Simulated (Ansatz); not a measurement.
Ga6Sb6H18⁻, a cluster cut from wurtzite GaSb (hydrogen-capped), relaxed as a doublet with UKS PBE-D4/def2-SVP in Ansatz, starting from the PBE-D4/def2-SVP geometry of the neutral singlet. Force threshold 0.03 eV/Å.

In the def2 sets Sb takes a core potential; there is no spin–orbit coupling. Single mean-field runs in def2-SVP are fitted with def2-universal-jkfit.

Start:

```xyz
30

Sb   -1.0792   -1.4525   -2.5026
Ga   -0.9845    1.2527   -2.4839
Ga   -3.4785   -0.1584    0.7582
Sb   -2.0155    1.9282   -0.1461
Sb    1.6902    1.4686   -2.1268
Ga   -0.1550    3.3483    1.2076
Ga   -0.3299   -2.9115   -0.3487
Sb   -1.4485   -1.6751    1.7018
Sb    2.2504   -2.0933   -0.3000
Ga    2.9066    0.5039    0.0908
Ga    0.5183   -0.9279    3.4006
Sb    1.3517    1.2806    2.0817
H    -2.6421   -1.9494   -2.9926
H    -0.2422   -2.0327   -3.8899
H    -1.4233    1.8485   -3.8774
H    -4.0233   -0.9062   -0.5307
H    -4.3702    0.3199    1.9666
H    -3.1608    3.0852   -0.7027
H     2.4912    0.8476   -3.5179
H     2.1507    3.1026   -2.3477
H     0.7154    4.0926    0.1091
H    -0.8368    4.0497    2.4437
H    -0.4319   -4.4580   -0.6433
H    -2.1969   -3.0382    2.4377
H     3.0437   -2.6628   -1.7172
H     3.1186   -3.0595    0.8141
H     4.4688    0.7136    0.0224
H    -0.1214   -0.4991    4.7756
H     1.6743   -2.0019    3.2340
H     2.5604    1.9845    3.0836
```

```csv
step,energy (eV),largest force component (eV/Å),SCF passes
1,-353705.0095,1.029,25
2,-353705.3720,0.777,28
3,-353705.4709,0.478,24
4,-353705.5935,0.078,21
5,-353705.6241,0.066,20
6,-353705.6535,0.105,20
7,-353705.6583,0.273,20
8,-353705.6767,0.149,20
9,-353705.6844,0.043,21
10,-353705.6867,0.053,20
11,-353705.6885,0.018,21
13,-353705.6903,0.018,21
15,-353705.6910,0.023,21
17,-353705.6913,0.007,17
19,-353705.6914,0.014,18
21 (rejected),-353705.6893,0.325,25
23,-353705.7099,0.193,21
25,-353705.7447,0.144,21
27,-353705.7522,0.116,20
29,-353705.7584,0.034,19
31,-353705.7617,0.035,19
33,-353705.7637,0.050,16
34,-353705.7648,0.025,19
```

Force components are those of the run's own axes.

End:

Cartesian coordinates in Å:
```
Sb -1.4267 -1.6506 -2.6037
Ga -0.8134 1.0937 -2.5155
Ga -3.4595 -0.0517 0.8728
Sb -1.9652 1.8925 -0.2314
Sb 1.8764 1.8356 -2.1571
Ga -0.2732 3.3100 1.3050
Ga -0.4348 -2.8754 -0.4396
Sb -1.4602 -1.6635 1.6900
Sb 2.1043 -1.9325 -0.4841
Ga 2.8755 0.6176 0.0078
Ga 0.5080 -0.9133 3.3688
Sb 1.3423 1.2932 2.0691
H -2.6404 -2.8010 -3.2038
H -0.2560 -2.1951 -3.7580
H -1.3948 1.8103 -3.8222
H -4.2122 -0.8240 -0.2993
H -4.2487 0.5039 2.1325
H -3.1275 3.0610 -0.7515
H 2.6344 0.8560 -3.3680
H 3.0193 3.1667 -2.4402
H 0.5935 4.2479 0.3530
H -1.0327 3.8969 2.5688
H -0.4018 -4.4628 -0.4655
H -2.2225 -2.9980 2.4758
H 2.7484 -2.3458 -2.0310
H 3.1295 -3.0162 0.3946
H 4.4524 0.6587 0.1908
H -0.0997 -0.5182 4.7803
H 1.6683 -1.9974 3.2451
H 2.5172 2.0017 3.1166
```

By distances, no bond broke or formed. The bond that changes most is Sb1–Ga2, from 2.71 to 2.81 Å (atoms count from 1).

The force fell under the threshold at step 11, but the optimiser went on and released 0.076 eV more. No frequencies were taken in this run, so the end may be a saddle point.

Run time 2.8 min (2 threads of AMD EPYC 7R13 on a shared host and a share (18 GiB) of an NVIDIA H100 80GB HBM3).
